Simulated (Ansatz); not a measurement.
Ansatz results at the PBE0-D4/def2-TZVP geometry: HOMO–LUMO gap (PBE0/def2-TZVPP) 5.85 eV; size of the dipole moment (PBE/def2-TZVPP) 4.33 D; size of the dipole moment (ωB97M-V/def2-TZVPP) 4.47 D.

Each molecule was computed in one conformer, which needn't be the lowest.

Task: Which molecule gave them?
A. `C[O][Hf]([SH])([Cl])[Cl]`
B. `[NH2][Hf]([NH2])([F])[F]`
C. `C[NH][Hf]([F])([NH]C)[NH]C`
D. `C[S][Hf]([OH])([S]C)[S]C`

Result: D. The others give `C[NH][Hf]([F])([NH]C)[NH]C`: 6.57, 2.23, 2.19; `C[O][Hf]([SH])([Cl])[Cl]`: 6.43, 3.82, 3.78; `[NH2][Hf]([NH2])([F])[F]`: 7.27, 2.59, 2.56.
